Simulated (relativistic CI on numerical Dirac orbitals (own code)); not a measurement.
# How well does a small relativistic CI reproduce La III?

Calculated at this level of theory: Dirac-Coulomb-Breit CI, KLI orbitals optimised for each configuration, a model potential for QED, valence Slater integrals scaled by 0.85, configuration energies shifted to the measured levels that pair with them (semi-empirical) (own radial code, finite nucleus).

CI space (outside the closed core [Xe]): 5d, 6s, 7s, 6d, 7p, 8s, 5g, 6f, 8p, 9s, 8d, 6g, 7f, 9p, 6p. Levels of other configurations are missing.

```
Configuration  Term (tabulated)    J  Measured (cm⁻¹)  Computed  Error  Purity (%)
           5d                2D  3/2              0.0         0      0         100
           5d                2D  5/2           1603.2      1281   -323         100
           6s                2S  1/2          13591.1     13591      0         100
           7s                2S  1/2          82347.3     82347      0         100
           6d                2D  3/2          82380.8     82392     11         100
           6d                2D  5/2          82814.3     82803    -11         100
           7p               2P°  1/2          93232.4     93304     72         100
           7p               2P°  3/2          94461.4     94390    -72         100
           8s                2S  1/2         110209.6    110210      0         100
           5g                2G  7/2         114754.9    114756      1         100
           5g                2G  9/2         114755.3    114755     -1         100
           6f               2F°  5/2         114889.8    114904     14         100
           6f               2F°  7/2         114938.9    114924    -14         100
           8p               2P°  1/2         115602.3    115638     36         100
           8p               2P°  3/2         116225.9    116190    -36         100
           9s                2S  1/2         124504.1    124504      0         100
           8d                2D  3/2         124742.2    124745      3         100
           8d                2D  5/2         124856.1    124853     -3         100
           6g                2G  7/2         126952.5    126953      1         100
           6g                2G  9/2         126953.2    126952     -1         100
           7f               2F°  5/2         127042.6    127055     12         100
           7f               2F°  7/2         127075.6    127063    -12         100
           9p               2P°  1/2         127548.9    127581     32         100
           9p               2P°  3/2         127935.0    127903    -32         100
```

Measured levels from Martin, Zalubas and Hagan, Atomic Energy Levels: The Rare-Earth Elements, NSRDS-NBS 60 (1978); pairs were made by configuration, J and term (by order where the table uses no LS term), so strongly mixed levels may be paired wrongly.

Mean error by configuration (cm⁻¹): 5d -323; 6s 0; 7s 0; 6d 0; 7p 0; 8s 0; 5g 0; 6f 0; 8p 0; 9s 0; 8d 0; 6g 0; 7f 0; 9p 0. Over the excited levels the mean absolute error is 30 cm⁻¹ (23 of the 23 excited levels that our extract of the source holds in range could be paired), and the median relative error of those above 1,000 cm⁻¹ is 0.0095 %, both after the shifts were fitted to these levels, so that a configuration with one level shows no error.

Configurations whose levels could be paired with our table of measured levels were shifted onto them, all but the ground configuration, by the median error of their levels; single terms can still be off by 1,000 to 2,000 cm⁻¹ or more, and rates follow the energies as ν³ (E1, M1) or ν⁵ (E2). The others borrow a shift and can be off by several thousand cm⁻¹ or more. The fine structure of a lone outer electron comes out too small, for d and f at times inverted, and misplaced configurations move strength between like terms. 23 of the 23 excited levels that our extract of the measured tables holds in this range could be paired (the sources list more); they are missed by 30 cm⁻¹ on average and 323 at most, after the shifts were fitted to these levels, and levels without a partner can miss by more.

Shifts applied (cm⁻¹): 5d 0; 6s -1836; 7s 815; 6d 1089; 7p 709; 8s 1193; 5g -387; 6f 466; 8p 1040; 9s 1133; 8d 911; 6g -262; 7f 545; 9p 987.
